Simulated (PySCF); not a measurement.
## A survey of 15N NMR shifts

Computed data (PySCF 2.14.0 with density-fitted response routines): coordinates at the GFN2-xTB level, GIAO PBE0/pcSseg-1 shieldings. Single conformer, non-relativistic Hamiltonian, gas phase, rapidly exchanging positions averaged.

Shieldings were converted by a linear fit to measured shifts: 15N: δ = -148.07 − 0.921σ (rms 6.3 ppm, 71 shifts vs CH3NO2, solution or neat liquid). Occasional misses reach two or three times the rms, and more in compound classes unlike the fitted ones.

Give the 15N shifts of `Cc1cnc(F)cp1`, `CS[Si@@H]1[Si@@H](N)S[Si@@H]1[SiH3]`, `C1=NC1`, `CS[SiH2]N(C)C`.

## Answers


| compound | environment | δ (ppm) |
| --- | --- | --- |
| Cc1cnc(F)cp1 | pyridine-type ring nitrogen | -94.8 |
| CS[Si@@H]1[Si@@H](N)S[Si@@H]1[SiH3] | nitrogen bonded to Si, 2 H | -370.9 |
| C1=NC1 | imine nitrogen | -79.6 |
| CS[SiH2]N(C)C | nitrogen bonded to 2 C, Si | -386.7 |
